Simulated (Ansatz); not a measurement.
Ge2H2 (the lowest singlet isomer of a short search). The state is a singlet with charge 0. Geometry r2SCAN-D4/def2-TZVP, basis def2-TZVP, Ansatz.

```csv
atom,x (Å),y (Å),z (Å)
Ge1,-1.1595,0.4485,0.0429
Ge2,1.1032,0.0614,0.5716
H3,-0.2495,-1.0320,0.3122
H4,0.3059,0.5220,-0.9266
```

```csv
run,HOMO (eV),LUMO (eV)
A,-4.83,-2.64
B,-5.73,-1.87
C,-4.78,-2.55
D,-5.08,-2.58
E,-6.42,-0.95
```

The structure comes from a short search, and lower isomers may exist.

Task: The runs used BHLYP, PBE, PBE0, r2SCAN, revPBE. Estimate which is which.

Result: A PBE (0 % exact exchange); B PBE0 (25 % exact exchange); C revPBE (0 % exact exchange); D r2SCAN (0 % exact exchange); E BHLYP (50 % exact exchange). Exact exchange lowers occupied and raises empty levels; among semilocal functionals meta-GGAs tend to open the gap a little, and such runs are hard to tell apart. The gap grows from 2.19 eV (PBE) to 5.47 eV (BHLYP).
